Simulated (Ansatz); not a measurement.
Input file for Ansatz (a first-principles code): U-wB97X-V/def2-TZVPP on H2Si2 (SMILES [Si]=[SiH2]), 2S+1 = 3, a spin state set in the input, which need not be the lowest, at the other state's geometry.

Ansatz 0.2 input:
```yaml
crystal:
  periodic: [false, false, false]
  atoms:
    - {symbol: Si, position_ang: [1.22699665, -0.05796133, 0.01106256]}
    - {symbol: Si, position_ang: [-0.97029540, 0.04583518, -0.00874815]}
    - {symbol: H, position_ang: [-1.85504374, -1.14480497, -0.01103524]}
    - {symbol: H, position_ang: [-1.73877366, 1.31457106, -0.02136648]}
basis:
  gaussian:
    orbitals: def2-TZVPP
hamiltonian:
  xc: {name: wB97X-V}
magnetization: {spin_polarized: true, initial_magnetization: 2}
```

The log:

```
WARN ansatz: RAYON_NUM_THREADS=2 ignored (pool sized by the plan → 2); use --threads N
Functional definition: wB97X-V
integrals: 0.05 GiB planned
700 factors; their error is unknown
integrals: 0.08 GiB planned
146 factors; integrals over basis functions are off by at most 1.2e-4 eV
mean field: 0.56 GiB planned
mean field evaluation 1: about -15781.5033 eV, gradient 5.4e0 eV
mean field evaluation 2: about -15781.8175 eV, gradient 1.6e0 eV
mean field evaluation 4: about -15781.8648 eV, gradient 2.1e-1 eV
mean field evaluation 8: about -15781.8792 eV, gradient 4.7e-2 eV
mean field evaluation 16: about -15781.8794 eV, gradient 1.7e-4 eV
mean field -15781.87938685 eV, -579.9733701246 hartree, gradient 6.4e-5 eV, S^2 2.006894; 2 other end points of the search recorded, 0 dependent functions left out
reference -15781.87938664 eV, -579.9733701171 hartree; 16, 14 occupied and 96, 98 virtual orbitals, 700 factors
Total energy: -15781.87938664 eV, -579.9733701171 hartree
```

Self-consistency was reached.

Cost: around 8 core-seconds (rough).
